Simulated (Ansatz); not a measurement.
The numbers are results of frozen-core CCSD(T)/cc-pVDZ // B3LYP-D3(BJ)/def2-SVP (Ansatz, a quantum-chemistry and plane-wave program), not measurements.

Ansatz 0.2 input:
```yaml
crystal:
  periodic: [false, false, false]
  atoms:
    - { symbol: C, position_ang: [2.311244, -0.516865, -0.016603] }
    - { symbol: O, position_ang: [0.995598, -0.144131, -0.381791] }
    - { symbol: Si, position_ang: [-0.078521, 0.715376, 0.509025] }
    - { symbol: Br, position_ang: [-0.451489, -0.373452, 2.428828] }
    - { symbol: Br, position_ang: [0.701728, 2.741478, 0.951078] }
    - { symbol: O, position_ang: [-1.468357, 0.8886, -0.327672] }
    - { symbol: C, position_ang: [-2.324407, -0.158993, -0.755013] }
    - { symbol: H, position_ang: [2.940975, 0.37218, 0.158345] }
    - { symbol: H, position_ang: [2.743465, -1.100214, -0.842334] }
    - { symbol: H, position_ang: [2.311399, -1.136527, 0.896538] }
    - { symbol: H, position_ang: [-1.81046, -0.823686, -1.469287] }
    - { symbol: H, position_ang: [-2.677747, -0.759471, 0.100592] }
    - { symbol: H, position_ang: [-3.193428, 0.295707, -1.251706] }
basis:
  gaussian: { orbitals: cc-pVDZ }
correlation:
  method: ccsd_t
```

Output:

```
Functional definition: HF
1590 factors; integrals over basis functions are off by at most 1.1e-3 eV
mean field evaluation 1: about -154090.1519 eV, gradient 3.9e1 eV
mean field evaluation 2: about -154090.2639 eV, gradient 3.9e1 eV
mean field evaluation 4: about -154093.6234 eV, gradient 3.9e0 eV
mean field evaluation 8: about -154093.6697 eV, gradient 2.2e-1 eV
mean field evaluation 16: about -154093.5263 eV, gradient 7.2e-1 eV
mean field -154093.66987503 eV, -5662.8379194664 hartree, gradient 4.2e-6 eV, S^2 0.000000; 0 other end points of the search recorded, 0 dependent functions left out
27 core orbitals not correlated
reference -154093.66987503 eV, -5662.8379194664 hartree; 32, 32 occupied and 99, 99 virtual orbitals, 1590 factors
second order -27.14531802 eV of doubles, -0.00000000 eV of singles
cycle   1  -27.86055718 eV  change   -7.2e-1 eV  update   1.2e-1
cycle   2  -28.49989688 eV  change   -6.4e-1 eV  update   3.3e-2
cycle   3  -28.65704275 eV  change   -1.6e-1 eV  update   1.7e-2
cycle   4  -28.65184101 eV  change    5.2e-3 eV  update   3.5e-3
cycle   5  -28.65060262 eV  change    1.2e-3 eV  update   1.5e-3
cycle   6  -28.65111109 eV  change   -5.1e-4 eV  update   4.4e-4
cycle   7  -28.65087603 eV  change    2.4e-4 eV  update   1.6e-4
cycle   8  -28.65081689 eV  change    5.9e-5 eV  update   4.7e-5
perturbative correction -0.74072331 eV, -0.0272210795 hartree
Total energy: -154123.06141522 eV, -5663.9180386463 hartree
```

Cost: around 5 core-minutes (rough).
